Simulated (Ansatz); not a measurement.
**Interaction energy ladder**

The pair of F⁻ (SMILES [F-], atom 1) and CH₃F (SMILES CF, atoms 2–6), both closed shells, in one local arrangement (a lower one may exist), relaxed at PBE0-D4/def2-TZVPD:

```tsv
atom	x (Å)	y (Å)	z (Å)
F1	-0.4830	0.2319	-2.3252
C2	0.1213	-0.0773	0.4082
F3	-0.5355	0.6884	1.3929
H4	-0.2304	0.1629	-0.6278
H5	-0.0662	-1.1309	0.6441
H6	1.1937	0.1252	0.5077
```

Ansatz 0.2.0; basis: def2-TZVPPD, with def2-QZVPPD for the basis limit; cores frozen in the correlated methods. B3LYP uses VWN-RPA correlation. Extrapolation: Hartree–Fock as exp(−7.88 √X), correlation as X^−2.97. Interaction energies count from these two fragments, frozen as in the pair, with the counterpoise correction; negative means bound.

Task: What is the interaction energy by CCSD(T) at an estimated basis limit (MP2 extrapolated from triple and quadruple zeta, plus CCSD(T) − MP2 in triple zeta)? (An estimate is asked for; the value comes from the calculation.)

Result: The calculation gives: -14.62 kcal/mol. Hartree–Fock alone gives -12.73 kcal/mol at the basis limit. It counts from the two fragments frozen as in the pair.

The same quantity by other methods in triple zeta, and each one's difference from that estimate:
| method | E_int (kcal/mol) | difference |
| --- | --- | --- |
| PBE-D4 | -14.96 | -0.34 |
| revPBE-D4 | -13.64 | 0.98 |
| BLYP-D4 | -13.87 | 0.75 |
| r2SCAN-D4 | -15.22 | -0.60 |
| B97M-V | -14.66 | -0.05 |
| PBE0-D4 | -15.37 | -0.75 |
| B3LYP-D4 | -14.71 | -0.10 |
| HSE06-D4 | -15.36 | -0.74 |
| wB97X-V | -14.42 | 0.20 |
| wB97M-V | -14.60 | 0.02 |
| B2PLYP | -13.87 | 0.75 |
| HF | -12.67 | 1.95 |
| MP2 | -13.35 | 1.26 |
| CCSD | -13.61 | 1.01 |
| CCSD(T) | -13.78 | 0.84 |
Differences are method less estimate.

Task: Which atoms make the shortest contact between the fragments?

Result: F1 and H4, 1.72 Å apart.

Energy to bend the free fragments (PBE0-D4 minima) into their shapes in the pair, CCSD(T)/def2-TZVPPD: CH₃F 0.97 kcal/mol. This must be added to the interaction energy to get the binding energy from relaxed fragments.

Basis-set superposition shift (counterpoise-corrected less uncorrected): CCSD(T) 0.77; MP2 0.75; HF 0.04; PBE0-D4 0.05; wB97M-V 0.04 kcal/mol.

T1 diagnostic: at most 0.023.

For scale, one of the runs: CCSD(T)/def2-TZVPPD, 168 basis functions, launched by `ansatz run in.yaml --threads 2 --pin off --events-out ev --progress --plain --max-ram 5222MiB`. The run took 12 s on 2 CPU threads of an Intel Xeon Platinum 8375C (shared host), with 1.1 GiB of host memory at its peak.
